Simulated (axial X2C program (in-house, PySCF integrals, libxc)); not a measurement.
Worked dissociation energy of CuH: CCSD(T), 2c

Computed with an in-house relativistic program for diatomic molecules. Two-component (2c) means X2C with spin–orbit coupling and atomic mean-field two-electron Coulomb and Gaunt terms. Basis: Cu dyall-cv3z [9s9p6d3f2g], H dyall-v3z [6s2p1d] (cores contracted in-house); Gaussian nuclei, density fitting, unrestricted open shells. Masses: Cu 62.930 u, H 1.008 u.

Molecular state: Ω = 0 (closed shell).

Correlated methods: 12 electrons correlated (number of frozen shells: Cu 3 s, 2 p; H none), 180 virtual spin orbitals or spinors in MP2, 90 natural virtuals in coupled cluster.

| Quantity | Value |
| --- | --- |
| E(Cu) (2M_J = 1) | -1653.178635 hartree |
| E(H) (2M_J = 1) | -0.500004 hartree |
| E(CuH) at Re | -1653.784862 hartree |
| ωe | 1984.9 cm⁻¹ |
| ωexe | 37.5 cm⁻¹ |

**Question.** Work out De and D0.

**Answer.** De = -1653.178635 + (-0.500004) − (-1653.784862) = 0.10622 hartree = 2.890 eV. The zero-point energy is ωe/2 − ωexe/4 = 983 cm⁻¹ = 0.122 eV, so D0 = 2.769 eV.

Occupations by symmetry block were frozen at the best pattern of an incomplete PBE0 search. The closed shell is kept restricted, so the energy runs too high when the bond is stretched far. Dissociation energies refer to the lowest single-determinant-based atoms at the same level and basis. Coupled cluster ran in a truncated set of natural virtual spinors; the MP2 energy of the rest was added. (T) has no such correction and the atoms are truncated less, which lowers De at CCSD(T) by a hundredth of an eV or more. The T1 diagnostic is large, a sign of multireference character.

Each atomic determinant is the lowest at this level and need not be a pure J level. Totals compare only within one Hamiltonian and basis.
